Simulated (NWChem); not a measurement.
Everything below was run with NWChem. System: CNO, charge 0, spin multiplicity 2, at a geometry optimised with UB3LYP/def2-SVP. The structure started from a generated list of species. Its SCF solution wasn't tested for a lower state. Level: URI-MP2/cc-pVTZ, 3 core orbitals frozen.

Job file:

```
start mol
memory heap 200 mb stack 900 mb global 1100 mb
geometry units angstroms nocenter noautoz
  O      0.000000     0.000000     1.139506
  C      0.000000     0.000000    -0.040871
  N      0.000000     0.000000    -1.267260
  symmetry group C2v
end
basis spherical
  * library cc-pvtz
end
basis "ri-mp2 basis" spherical
  * library cc-pvtz-ri
end
scf
  uhf
  nopen 1
  maxiter 100
  thresh 1e-7
  semidirect memsize 60000000 filesize 0
  # guess.movecs holds the orbitals of an unrestricted PBE0 run
  vectors input guess.movecs output mol.movecs
end
mp2
  freeze core 3
end
task rimp2 energy
```

NWChem printed:

```
             Northwest Computational Chemistry Package (NWChem) 7.3.0
             --------------------------------------------------------

                                NWChem Input Module
                                -------------------

 Scaling coordinates for geometry "geometry" by  1.889725989
 (inverse scale =  0.529177249)

 Turning off AUTOSYM since
 SYMMETRY directive was detected!

                             Geometry "geometry" -> ""
                             -------------------------

 Output coordinates in angstroms (scale by  1.889725989 to convert to a.u.)

  No.       Tag          Charge          X              Y              Z
 ---- ---------------- ---------- -------------- -------------- --------------
    1 O                    8.0000     0.00000000     0.00000000     1.13950600
    2 C                    6.0000     0.00000000     0.00000000    -0.04087100
    3 N                    7.0000     0.00000000     0.00000000    -1.26726000

 Effective nuclear repulsion energy (a.u.)      51.9544075690

            Nuclear Dipole moment (a.u.)
            ----------------------------
        X                 Y               Z
 ---------------- ---------------- ----------------
     0.0000000000     0.0000000000     0.0000037795

      Symmetry information
      --------------------

 Group name             C2v
 Group number             16
 Group order               4
 No. of unique centers     3

      Symmetry unique atoms

     1    2    3


 Summary of "ao basis" -> "" (spherical)
 ------------------------------------------------------------------------------
       Tag                 Description            Shells   Functions and Types
 ---------------- ------------------------------  ------  ---------------------
 *                          cc-pvtz                   on all atoms

 Summary of "ri-mp2 basis" -> "" (spherical)
 ------------------------------------------------------------------------------
       Tag                 Description            Shells   Functions and Types
 ---------------- ------------------------------  ------  ---------------------
 *                         cc-pvtz-ri                 on all atoms

 Summary of "ao basis" -> "ao basis" (spherical)
 ------------------------------------------------------------------------------
       Tag                 Description            Shells   Functions and Types
 ---------------- ------------------------------  ------  ---------------------
 O                          cc-pvtz                 10       30   4s3p2d1f
 C                          cc-pvtz                 10       30   4s3p2d1f
 N                          cc-pvtz                 10       30   4s3p2d1f

                                 NWChem SCF Module
                                 -----------------

  ao basis        = "ao basis"
  functions       =    90
  atoms           =     3
  alpha electrons =    11
  beta  electrons =    10
  charge          =   0.00
  wavefunction    = UHF
  use symmetry    = T
  symmetry adapt  = T

 Summary of "ao basis" -> "ao basis" (spherical)
 ------------------------------------------------------------------------------
       Tag                 Description            Shells   Functions and Types
 ---------------- ------------------------------  ------  ---------------------
 O                          cc-pvtz                 10       30   4s3p2d1f
 C                          cc-pvtz                 10       30   4s3p2d1f
 N                          cc-pvtz                 10       30   4s3p2d1f
[...]
    Atom       Charge   Shell Charges
 -----------   ------   -------------------------------------------------------
    1 O    8     3.84   0.98  0.51  0.12  0.27  0.53  0.93  0.49  0.00  0.02  0.00
    2 C    6     3.01   0.98  0.41  0.10  0.07  0.44  0.70  0.21  0.02  0.07  0.01
    3 N    7     3.14   0.98  0.49  0.11  0.25  0.33  0.61  0.36  0.00  0.02  0.00

   Mulliken analysis of the spin density
   -------------------------------------

    Atom       Charge   Shell Charges
 -----------   ------   -------------------------------------------------------
    1 O    8     0.48  -0.00  0.02  0.01 -0.00  0.16  0.24  0.06 -0.00 -0.00 -0.00
    2 C    6    -0.37   0.00 -0.03 -0.01 -0.01 -0.10 -0.18 -0.09  0.01  0.03  0.00
    3 N    7     0.89  -0.00  0.03  0.01  0.01  0.23  0.42  0.19  0.00  0.00 -0.00

       Multipole analysis of the density wrt the origin
       ------------------------------------------------

     L   x y z        total         alpha         beta         nuclear
     -   - - -        -----         -----         ----         -------
     0   0 0 0     -0.000000    -11.000000    -10.000000     21.000000

     1   1 0 0      0.000000      0.000000      0.000000      0.000000
     1   0 1 0     -0.000000      0.000000     -0.000000      0.000000
     1   0 0 1      0.302341      0.683223     -0.380887      0.000004

     2   2 0 0    -10.900828     -6.024091     -4.876737      0.000000
     2   1 1 0      0.000000      0.000000      0.000000      0.000000
     2   1 0 1     -0.000000     -0.000000     -0.000000      0.000000
     2   0 2 0    -11.877987     -6.015659     -5.862328      0.000000
     2   0 1 1      0.000000      0.000000      0.000000      0.000000
     2   0 0 2    -15.287698    -49.666619    -42.896945     77.275865

                               NWChem RI-MP2 Module
                               --------------------

 Summary of "ri-mp2 basis" -> "ri-mp2 basis" (spherical)
 ------------------------------------------------------------------------------
       Tag                 Description            Shells   Functions and Types
 ---------------- ------------------------------  ------  ---------------------
 O                         cc-pvtz-ri               23       81   8s6p5d3f1g
 C                         cc-pvtz-ri               23       81   8s6p5d3f1g
 N                         cc-pvtz-ri               23       81   8s6p5d3f1g

 SCF Reference Information:
            File: './mol.movecs'
           Title: ''
    Size (AOxMO):     90 x (     90,     90)
       Total Occ:                11.00,  10.00
 RI-MP2 Calculation Information:
          Nr. of AO basis functions:         90
     Nr. of fitting basis functions:        243
               Nr. of MO spin cases:          2
        Nr. of MOs to be correlated:         87         87
     Nr. of occupied MOs correlated:          8          7
      Nr. of virtual MOs correlated:         79         80

          RI integral approximation: 'V'
    Threshold for Schwarz screening:  1.000E-09
 Smallest eigenvalue retained in fit  1.000E-08
    Type of storage for MO integrals 'EAF library'

 Transformation block size    8, requiring     1 integral passes.
 XForm_3cInts: Completed     1:    8 pass.
 Transformation block size    7, requiring     1 integral passes.
 XForm_3cInts: Completed     1:    7 pass.
 Energy evaluation using block sizes     8    8
 RIMP2_V_E2: Approx. ints. done (    1:    8,    1:    8)
 RIMP2_V_E2: Copy to B done (    1:    8,    1:    8)
 RIMP2_V_E2: Denominators done (    1:    8,    1:    8)
 RIMP2_V_E2: Completed block (    1:    8,    1:    8)
 RIMP2_V_E2: Approx. ints. done (    1:    8,    1:    7)
 RIMP2_V_E2: Copy to B done (    1:    8,    1:    7)
 RIMP2_V_E2: Denominators done (    1:    8,    1:    7)
 RIMP2_V_E2: Completed block (    1:    8,    1:    7)
 RIMP2_V_E2: Approx. ints. done (    1:    7,    1:    7)
 RIMP2_V_E2: Copy to B done (    1:    7,    1:    7)
 RIMP2_V_E2: Denominators done (    1:    7,    1:    7)
 RIMP2_V_E2: Completed block (    1:    7,    1:    7)

          -------------------------------------------
          SCF energy                -167.189763456843
          Correlation energy          -0.520799908060
          Total MP2 energy          -167.710563364903
          -------------------------------------------

 -----------------------
 Performance information
 -----------------------

 Timer overhead =  1.36D-07 seconds/call

               Nr. of calls         CPU time (s)                 Wall time (s)                GFlops
             ---------------    -------------------     ------------------------------   -------------------
Name         Min   Avg   Max    Min     Avg     Max     Min     Avg     Max   Mx/calls   Min     Max     Sum
Overall       1     1     1    3.7     3.7     3.7      3.7     3.7     3.7     3.7      0.0     0.0     0.0
3c integr     2     2     2    1.1     1.1     1.1      1.1     1.1     1.1    0.54      0.0     0.0     0.0
Energy        1     1     1   0.17    0.17    0.17     0.17    0.17    0.17    0.17      0.0     0.0     0.0
3c integr     2     2     2    1.1     1.1     1.1      1.1     1.1     1.1    0.53      0.0     0.0     0.0
First 2/3     6     6     6   9.29E-3 9.29E-3 9.29E-3  9.29E-3 9.29E-3 9.29E-3 1.55E-3   0.0     0.0     0.0
Final 1/3     2     2     2   6.96E-3 6.96E-3 6.96E-3  6.96E-3 6.96E-3 6.96E-3 3.48E-3   0.0     0.0     0.0
Write 3c      2     2     2   1.12E-3 1.12E-3 1.12E-3  1.12E-3 1.12E-3 1.12E-3 5.61E-4   0.0     0.0     0.0
Read 3c i     3     3     3   1.22E-3 1.22E-3 1.22E-3  1.22E-3 1.22E-3 1.22E-3 4.07E-4   0.0     0.0     0.0
Fitting b     1     1     1   4.72E-2 4.72E-2 4.72E-2  4.72E-2 4.72E-2 4.72E-2 4.72E-2   0.0     0.0     0.0
Schwarz i     1     1     1   2.64E-2 2.64E-2 2.64E-2  2.64E-2 2.64E-2 2.64E-2 2.64E-2   0.0     0.0     0.0
Form 4ci      3     3     3   2.46E-2 2.46E-2 2.46E-2  2.46E-2 2.46E-2 2.46E-2 8.19E-3   0.0     0.0     0.0
Form A &      3     3     3   0.13    0.13    0.13     0.13    0.13    0.13    4.47E-2   0.0     0.0     0.0
Denominat     3     3     3   9.27E-4 9.27E-4 9.27E-4  9.27E-4 9.27E-4 9.27E-4 3.09E-4   0.0     0.0     0.0
Pair Ener     3     3     3   4.36E-3 4.36E-3 4.36E-3  4.36E-3 4.36E-3 4.36E-3 1.45E-3   0.0     0.0     0.0

 The average no. of pstat calls per process was 3.30D+01
 with a timing overhead of 4.48D-06s

 Task  times  cpu:        3.7s     wall:        3.7s

 Total times  cpu:        3.7s     wall:        3.7s
```
